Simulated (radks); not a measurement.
All-electron atom: La3+ in [Xe] (the NIST ground configuration).

Calculated with a radial shooting solver on a logarithmic mesh with Libxc functionals: Dirac Kohn-Sham, LDA (Slater exchange, Perdew-Wang correlation), spin-unpolarised, spherical densities, finite nucleus; Fermi nuclear charge, rms radius 4.855 fm.

Energy parts (eV):
| part | energy |
|---|---|
| total | -231007.70 |
| kinetic | 247135.71 |
| electron-nucleus | -560910.18 |
| Hartree | 88120.59 |
| exchange-correlation | -5353.82 |

Orbitals (lengths in bohr, moments of r in powers of bohr; r(max) is where P^2 peaks):
orbital  occ.  eigenvalue (eV)      <r>   r(max)   <1/r>      <r^2>  small-component weight
1s1/2       2        -38698.76  0.02509  0.01609   61.96  0.0008551                4.44e-02
2s1/2       2        -6179.140   0.1071  0.09118   14.58    0.01358                9.60e-03
2p1/2       2        -5831.947  0.08994  0.06951   14.57   0.009968                9.65e-03
2p3/2       4        -5419.363  0.09604  0.07468   13.24    0.01123                9.09e-03
3s1/2       2        -1339.737   0.2852   0.2609   5.246    0.09310                2.92e-03
3p1/2       2        -1192.975   0.2749   0.2474   5.162    0.08786                2.86e-03
3p3/2       4        -1112.603   0.2870   0.2587   4.833    0.09552                2.71e-03
3d3/2       4        -854.4209   0.2579   0.2081   4.698    0.07855                2.59e-03
3d5/2       6        -837.2052   0.2617   0.2113   4.615    0.08073                2.55e-03
4s1/2       2        -288.8831   0.6544   0.6086   2.174     0.4836                8.99e-04
4p1/2       2        -234.8632   0.6746   0.6188   2.071     0.5179                8.35e-04
4p3/2       4        -217.6247   0.7020   0.6433   1.962     0.5605                7.84e-04
4d3/2       4        -128.8752   0.7620   0.6672   1.743     0.6738                6.42e-04
4d5/2       6        -125.8828   0.7718   0.6753   1.717     0.6909                6.29e-04
5s1/2       2         -61.8439    1.538    1.401  0.8666      2.650                2.07e-04
5p1/2       2         -46.7730    1.706    1.527  0.7729      3.279                1.69e-04
5p3/2       4         -44.0681    1.777    1.591  0.7365      3.555                1.57e-04
4f5/2       0         -27.8079    1.108   0.7396   1.180      1.573                3.21e-04
4f7/2       0         -27.5172    1.117   0.7445   1.171      1.599                3.17e-04
6s1/2       0         -20.3234    3.392    3.186  0.3828      12.80                5.40e-05

The highest occupied level is 5p3/2 at -44.068 eV. Summed over all electrons, <r^2> = 38.80 bohr^2, which gives a Langevin (diamagnetic) susceptibility term of -30.7 x 10^-6 cm^3/mol. The electron density at the nucleus is 3.502e+05 e/bohr^3. For comparison, the ionisation energy in NIST's Atomic Spectra Database is 50.0 eV (semi-empirical). In exact Kohn-Sham theory the highest level is minus the ionisation energy, but local and semilocal functionals leave it too shallow, through self-interaction and a potential that decays too fast; potentials with the right tail come closer. The density falls to 0.001 e/bohr^3 at r = 3.50 bohr.

Run on one thread of a shared host, so times are rough (Arm Neoverse V2): 0.12 s of CPU time, 0.12 s wall, 14 iterations on 2259 mesh points.
